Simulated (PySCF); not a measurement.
## Basis and Hamiltonian dependence of the excitation energy of Cl⁺

Cl⁺ [Ne] 3s2 3p4 (3P) → Cl⁺ [Ne] 3s2 3p3 3d1 (5D). Calculated with PySCF 2.14 from differences of total energies of unrestricted determinants, without spin-orbit coupling. Values in eV.

```tsv
basis	Hamiltonian	functions	UHF	LDA	PBE0	MP2 (valence)	CCSD(T) (valence)	CCSD(T) (valence and next inner shell)
aug-cc-pVDZ-DK	spin-free X2C	27	14.717	15.445	15.254	15.382	15.409	n/a
aug-cc-pwCVDZ	non-relativistic	36	13.691	14.338	14.186	14.399	14.429	14.446
x2c-TZVPPall with one added diffuse shell each of s, p, d type	spin-free X2C	51	12.947	13.510	13.433	13.573	13.707	13.717
def2-TZVPPD	non-relativistic	51	12.927	13.478	13.403	13.546	13.681	13.691
aug-cc-pV(T+d)Z with one added diffuse shell each of s, p, d, f type	non-relativistic	71	12.888	13.439	13.370	13.450	13.572	n/a
aug-cc-pwCVTZ	non-relativistic	75	12.915	13.493	13.420	13.497	13.620	13.642
dyall-av3z	spin-free X2C	84	13.552	14.229	14.101	14.149	14.268	n/a
aug-cc-pVQZ-DK	spin-free X2C	84	13.197	13.825	13.730	13.810	13.936	n/a
dyall-av3z	non-relativistic	84	13.540	14.218	14.091	14.135	14.254	n/a
aug-cc-pwCVQZ	non-relativistic	134	12.813	13.370	13.299	13.427	n/a	n/a
```

Frozen in the all-electron rows: valence: [Ne]; valence and next inner shell: 1s2.

At UHF, aug-cc-pVDZ-DK, aug-cc-pwCVDZ, x2c-TZVPPall with one added diffuse shell each of s, p, d type, dyall-av3z lie more than 0.3 eV from the median of the rows with comparable relativity.

Reference for a calculation without spin-orbit coupling: 13.633 eV (measured, between term centres; NIST).
